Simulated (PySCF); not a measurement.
`C#C[C@@H]1C[C@@H]1[NH2+][GeH3]`, [C5H10GeN]+, charge +1

Geometry:
| atom | x (Å) | y (Å) | z (Å) |
| --- | --- | --- | --- |
| C1 | -1.377 | 1.940 | 1.058 |
| C2 | -1.377 | 0.983 | 0.332 |
| C3 | -1.255 | -0.186 | -0.485 |
| C4 | -1.365 | -1.546 | 0.158 |
| C5 | -0.024 | -1.036 | -0.264 |
| N6 | 0.892 | -0.555 | 0.776 |
| Ge7 | 2.059 | 0.995 | 0.193 |
| H8 | -1.496 | 2.795 | 1.658 |
| H9 | -1.625 | -0.066 | -1.495 |
| H10 | -1.590 | -1.590 | 1.213 |
| H11 | -1.814 | -2.343 | -0.414 |
| H12 | 0.487 | -1.478 | -1.109 |
| H13 | 0.304 | -0.210 | 1.545 |
| H14 | 1.450 | -1.332 | 1.143 |
| H15 | 3.252 | 0.272 | -0.346 |
| H16 | 2.267 | 1.695 | 1.493 |
| H17 | 1.205 | 1.674 | -0.815 |

Total charge +1.

Computed, not measured: PySCF 2.14.0, TDDFT CAM-B3LYP/def2-SVPD circular dichroism and optical rotation, one conformer, gas phase. Geometry: GFN2-xTB.

The molecule is flexible and this is one conformer; a measurement averages over conformers. The calculation is non-relativistic, which matters for the atoms heavier than Zn.

Q: Draw the ECD and absorption spectra from the lowest 16 states, each a Gaussian of half-width 0.3 eV at 1/e height.

A: 
| E (eV) | λ (nm) | Δε (L mol⁻¹ cm⁻¹) | ε (L mol⁻¹ cm⁻¹) |
| --- | --- | --- | --- |
| 5.78 | 214 | -0.01 | 9.53 |
| 5.93 | 209 | -0.07 | 47.9 |
| 6.08 | 204 | -0.28 | 170 |
| 6.23 | 199 | -0.75 | 443 |
| 6.38 | 194 | -1.16 | 867 |
| 6.53 | 190 | -0.72 | 1320 |
| 6.68 | 186 | +0.80 | 1700 |
| 6.83 | 181 | +2.55 | 1930 |
| 6.98 | 178 | +3.47 | 1810 |
| 7.13 | 174 | +2.88 | 1280 |
| 7.28 | 170 | +1.11 | 680 |
| 7.43 | 167 | -1.22 | 460 |
| 7.58 | 164 | -6.03 | 681 |
| 7.73 | 160 | -22.41 | 1300 |
| 7.88 | 157 | -61.18 | 2410 |
| 8.03 | 154 | -101.74 | 3900 |
| 8.18 | 152 | -91.43 | 5470 |
| 8.33 | 149 | -26.40 | 7000 |
| 8.48 | 146 | +31.30 | 7930 |

Δε uses R in velocity form, ε uses f in length form. Only the states computed contribute, so the short-wavelength end is incomplete.

The sign of the CD band at 148 nm isn't settled: the length form gives the opposite one.
